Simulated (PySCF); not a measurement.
Species: C₃H₉OSSi (doublet state).
Structure used (GFN2-xTB), in Å, numbered top down from 1:
```
atom  x, y, z in Å
C1    -1.831   -0.930   -0.888
Si2   -0.445    0.331   -0.520
C3    -1.055    1.703    0.653
S4     1.026   -0.921    0.730
C5     2.535   -0.653   -0.299
O6     1.179   -0.050    1.919
H7    -2.550   -0.525   -1.594
H8    -1.437   -1.851   -1.310
H9    -2.370   -1.187    0.023
H10   -2.089    1.544    0.953
H11   -0.436    1.680    1.548
H12   -0.980    2.697    0.220
H13    2.352   -1.088   -1.275
H14    2.731    0.410   -0.374
H15    3.366   -1.151    0.191
```

The hyperfine couplings belong to this conformer and change with its torsions.

The species is `C[S@]([Si](C)C)=O` [radical].

Method: UKS B3LYP, pcH-1 on C H O S Si, non-relativistic, mean-field spin-orbit, GIAO in PySCF. The structure is a single GFN2-xTB conformer in the gas phase; no vibrational or solvent corrections. The geometry wasn't refined by DFT: couplings that depend on bond lengths, twists or pyramidal angles can differ widely from those at the functional's own minimum, by a factor of two or more for some ions and for spin on atoms past the first row. No stability test was run, so a lower SCF solution isn't excluded.

**Question.** Predict the first-order ENDOR lines of C1/C3, C5 and H7 (×6) under fast tumbling at B = 341.5 mT (X band).

**Answer.** ν± = |νn ± a/2|, one line for each electron-spin manifold; νn = |g_N| × 7.62259 MHz/T × B.

| nuclei | isotope | g_N | νn (MHz) | a_iso (MHz) | lower line (MHz) | upper line (MHz) |
| --- | --- | --- | --- | --- | --- | --- |
| C1/C3 | 13C | 1.4048 | 3.66 | 31.55 | 12.12 | 19.43 |
| C5 | 13C | 1.4048 | 3.66 | 19.42 | 6.05 | 13.37 |
| H7 (×6) | 1H | 5.5857 | 14.54 | 16.57 | 6.26 | 22.82 |

The rows for 13C, of low natural abundance, apply to labelled samples.

**Question.** Which pairs are centred on the nuclear Larmor frequency, and which on half the coupling?

**Answer.** Centred on νn, since |a| < 2νn: H7 (×6). Centred on |a|/2 and split by 2νn: C1/C3 and C5.

**Question.** At what field would the lower line of C1/C3 fall to zero frequency?

**Answer.** Where νn = |a|/2, that is B = 15.77 MHz/(1.4048 × 7.62259 MHz/T) = 1470 mT, as far as first order holds there.

Means are taken over nuclei equivalent by connectivity, which assumes that they swap fast. The six 1H nuclei of mean +16.6 MHz run from -2.3 to 49.9 MHz in the frozen geometry. The 13C value of +31.5 MHz is a mean of couplings from 23.4 to 39.7 MHz in this one geometry, not an average over conformers.
